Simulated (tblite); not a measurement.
Compound: C3H11N2PSi.
Cartesian coordinates in Å at the GFN2-xTB level; atoms count from 1:
```xyz
18
C3H11N2PSi angstrom
C     -0.5415    2.4127   -0.7725
N     -0.5065    1.6869    0.2428
Si    -0.5874   -0.0577    0.3109
N     -1.7723   -0.5629    1.4679
P     -1.0652   -0.8673   -1.7511
C      1.1245   -0.6628    0.8816
C      2.1794   -0.4567   -0.1955
H     -0.6397    2.0310   -1.7969
H     -0.4741    3.4915   -0.6609
H     -1.6070   -0.3215    2.4321
H     -2.7417   -0.3997    1.2463
H     -0.7766   -2.1792   -1.4345
H     -2.4117   -1.0487   -1.4939
H      1.0660   -1.7198    1.1387
H      1.4176   -0.1305    1.7846
H      3.1396   -0.8696    0.1099
H      1.8763   -0.9434   -1.1226
H      2.3114    0.6040   -0.3985
```

All values are computed: GFN2-xTB (tblite) harmonic vibrations without scaling, gas phase. This tight-binding method is rough: wavenumbers can miss measured ones by several per cent, in bad cases by 10 to 20. Modes of hydrogen on phosphorus can be 10 to 20 % off. One conformer, not necessarily the lowest.

Harmonic wavenumbers (cm⁻¹): 36.1, 63.9, 70.1, 105.7, 113.4, 149.9, 163.8, 175.1, 206.4, 246.8, 300.6, 341.6, 433.5, 505.1, 560.9, 658.1, 680.9, 682.5, 723.1, 773.3, 828.5, 887.6, 978.5, 1004.0, 1019.5, 1082.0, 1142.5, 1146.1, 1237.4, 1281.1, 1417.9, 1434.8, 1478.8, 1505.6, 1509.9, 1512.1, 1743.4, 2311.8, 2398.7, 2835.8, 2981.2, 2990.2, 2998.3, 3007.5, 3014.5, 3031.3, 3462.2, 3496.9.

A = 1546, B = 1446, C = 1338 MHz; mass 134.043 u (most abundant isotopes); point group C1, symmetry number 1.

Question: Zero-point energy?

Answer: Half the sum of the wavenumbers: 30364 cm⁻¹ = 363.24 kJ/mol.

Question: Give the ideal-gas entropy at 298.15 K and 1 bar in the rigid-rotor, harmonic-oscillator model (classical rotation).

Answer: Translation 169.94, rotation 121.61, vibration 163.10: S = 454.7 J/(mol K).

Question: And Cp and H(298.15 K) − H(0)?

Answer: Cp = 175.98 J/(mol K), of which vibrations give 142.73 (their classical limit is 48 R = 399.1); H(298.15 K) − H(0) = 34.08 kJ/mol without the zero-point energy, 24.16 from vibrations.

Question: Which modes carry the vibrational entropy at 298.15 K?

Answer: 36.1 cm⁻¹: 22.85; 63.9 cm⁻¹: 18.13; 70.1 cm⁻¹: 17.37; 105.7 cm⁻¹: 14.00; 113.4 cm⁻¹: 13.43; 149.9 cm⁻¹: 11.19 J/(mol K); the other 42 give 66.13 together.

Question: What must be added to the electronic energy to get the Gibbs energy at 298.15 K and 1 bar?

Answer: ZPE + [H(298.15 K) − H(0)] − T·S = 363.24 + 34.08 − 135.55 = 261.77 kJ/mol.

Question: How do the functions run with temperature in this model?

Answer: 
```json
{"T (K)": "150", "S (J/(mol K))": "354.8", "Cp (J/(mol K))": "120.4", "H − H(0) (kJ/mol)": "12.07", "G − H(0) (kJ/mol)": "-41.15", "ln q(vib)": "4.67"}
{"T (K)": "250", "S (J/(mol K))": "425.2", "Cp (J/(mol K))": "158.4", "H − H(0) (kJ/mol)": "26.03", "G − H(0) (kJ/mol)": "-80.28", "ln q(vib)": "8.26"}
{"T (K)": "400", "S (J/(mol K))": "511.3", "Cp (J/(mol K))": "210.1", "H − H(0) (kJ/mol)": "53.78", "G − H(0) (kJ/mol)": "-150.72", "ln q(vib)": "13.08"}
{"T (K)": "600", "S (J/(mol K))": "607.0", "Cp (J/(mol K))": "262.4", "H − H(0) (kJ/mol)": "101.34", "G − H(0) (kJ/mol)": "-262.83", "ln q(vib)": "18.82"}
{"T (K)": "900", "S (J/(mol K))": "724.0", "Cp (J/(mol K))": "314.7", "H − H(0) (kJ/mol)": "188.50", "G − H(0) (kJ/mol)": "-463.14", "ln q(vib)": "26.41"}
```

q(vib) and H(0) count from the zero-point level.

Hindered rotation and anharmonicity are outside this model. Other conformers, if any are populated, would add a mixing term that is left out. The structure is chiral; the term R ln 2 for an equal mix with its mirror image is left out.

The run took 0.76 s of wall time on an Arm Neoverse V1 with one thread, no GPU, on a shared host. The figure is for the frequency step alone.
